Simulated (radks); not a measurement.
Q: The calcium ion Ca2+, [Ar]. Calculated with a radial shooting solver on a logarithmic mesh with Libxc functionals: non-relativistic Kohn-Sham, exchange-only LDA, spin-polarised, spherical densities, point nucleus. Every spin shell is full or empty, so the densities are truly spherical. Functionals are evaluated on that one density, not self-consistently. Rank these exchange functionals by their error against the exact value of the orbitals, and give that value: LDA, PBE, revPBE, PW86, WC, AM05, SOGGA, B86b, TPSS, r2SCAN, MS2, Tao-Mo, TASK, MVS.

A: Exact: -34.8521 hartree. From best to worst, with 100 (|E| - |E exact|)/|E exact| (equal figures are ties): MS2 -0.01, r2SCAN +0.01, B86b +0.04, TPSS +0.15, MVS -0.17, revPBE -0.20, Tao-Mo -0.26, PW86 +0.37, PBE -0.55, WC -1.47, TASK -2.89, SOGGA -3.34, AM05 -6.56, LDA -7.41.
